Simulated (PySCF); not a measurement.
Species: SnMe(SiH3)3, CH12Si3Sn.
Bonds: Sn1–C2, Sn1–Si6, Sn1–Si10, Sn1–Si14. Hydrogens: H3, H4, H5 on C2; H7, H8, H9 on Si6; H11, H12, H13 on Si10; H15, H16, H17 on Si14.

Computed, not measured: PBE0-D3(BJ)/def2-SVP geometry optimisation, gas phase, def2 core potentials past Kr (PySCF).

Q: Give the optimised bond lengths and angles.

A: 
```tsv
bond	length (Å)
Sn1–C2	2.165
Sn1–Si6, Sn1–Si10, Sn1–Si14	2.571
C2–H3, C2–H4, C2–H5	1.099
Si6–H7 and 8 like bonds	1.496
```

Bonds in one row agree within 0.01 Å and their mean is given. A selection of angles:
```tsv
angle	degrees
C2–Sn1–Si6	109.1
C2–Sn1–Si10	110.6
Si6–Sn1–Si10	109.1
Sn1–C2–H3	110.1
H3–C2–H4	109.2
Sn1–Si6–H7	110.7
H7–Si6–H8	108.1
Sn1–Si10–H13	110.0
H11–Si10–H13	108.5
```

All 3 Si–Sn bonds measure 2.570 to 2.571 Å. Si6 (silicon bonded to Sn and 3 H) is tetrahedral (angles from 108.1° to 110.7°). Sn1 (tin bonded to C and 3 Si) is tetrahedral (angles from 108.6° to 110.6°).

Point group: near C3v, missed by 0.15 Å at most; the miss may be what the optimiser left on a soft mode. Whether it is a minimum is left open (no frequencies).
